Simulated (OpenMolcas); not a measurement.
**Si III: effect of the active space**

```yaml
Program: OpenMolcas 26.06
Method: CASSCF or its RAS form
Basis: ANO-RCC-VQZP
Scalar_Hamiltonian: DKH2, point nucleus
Spin-orbit_coupling: state interaction with AMFI integrals over the reference wave functions, term energies averaged over their components
```

A. 2 electrons in 4 orbitals (3s 3p); 2S+1 = 3 even, 3 roots; 2S+1 = 1 even, 7 roots; 2S+1 = 3 odd, 3 roots; 2S+1 = 1 odd, 3 roots; cost of the order of 9 core-seconds
B. 2 electrons in 8 orbitals (3s 3p 4s 4p); 2S+1 = 3 even, 3 roots; 2S+1 = 1 even, 7 roots; 2S+1 = 3 odd, 3 roots; 2S+1 = 1 odd, 3 roots; cost of the order of 19 core-seconds
C. 2 electrons in 9 orbitals (RAS2 3s 3p; RAS3 3d, at most 2 electrons); 2S+1 = 3 even, 3 roots; 2S+1 = 1 even, 7 roots; 2S+1 = 3 odd, 3 roots; 2S+1 = 1 odd, 3 roots; cost about 19 core-seconds

Energies in cm-1 above 3s2 1S0, the measured ground level; measured values from NIST levels in Kelleher and Podobedova, J. Phys. Chem. Ref. Data 37, 1285 (2008).

| Level | A | B | C | Measured |
| --- | --- | --- | --- | --- |
| 3s2 1S0 | 0.0 | 0.0 | 0.0 | 0.0 |
| 3s 3p 3P* 0 | 51613 | 52430 | 50587 | 52725 |
| 3s 3p 3P* 1 | 51722 | 52539 | 50695 | 52853 |
| 3s 3p 3P* 2 | 51941 | 52758 | 50913 | 53115 |
| 3s 3p 1P* 1 | 92594 | 92917 | 83597 | 82884 |

Deviations, from unrounded energies. A percentage is the sum of absolute deviations over the sum of measured energies, with the sign that they share, or ± where signs differ.

```json
{"Against measurement": "mean absolute deviation (cm-1)", "Levels": "4", "A": "3300", "B": "2700", "C": "1800"}
{"Against measurement": "other configurations (%)", "Levels": "4", "A": "±5.4", "B": "±4.6", "C": "±3.0"}
```

C lies closest to measurement on these levels and A furthest from it. The largest miss of C in the table is 3s 3p 3P* 2, by -2200 cm-1. The ranking rests on the paired levels alone, and a cruder setting can come out closer through cancelling errors.

Among A to C the level of the table that moves most is 3s 3p 1P* 1, by 9300 cm-1 (lowest in C, highest in B).

The run also gave levels led by 3s 4s, which use shells meant for correlation; these and all levels above them are left out (holds for B). Active for correlation alone: 3d; no level in the range computed is led by a configuration that fills it, so any true level of that kind is missing (holds for C). Measured partners are found by configuration, term and J. A level has none where our copy of the source lacks it or the pairing is in doubt (some pairs that miss far off the trend of their configuration count as doubtful), and it then counts in no deviation. Only configurations of the active space appear. Levels that lie high or do not pair safely by name in every column are left out.

* marks odd parity.
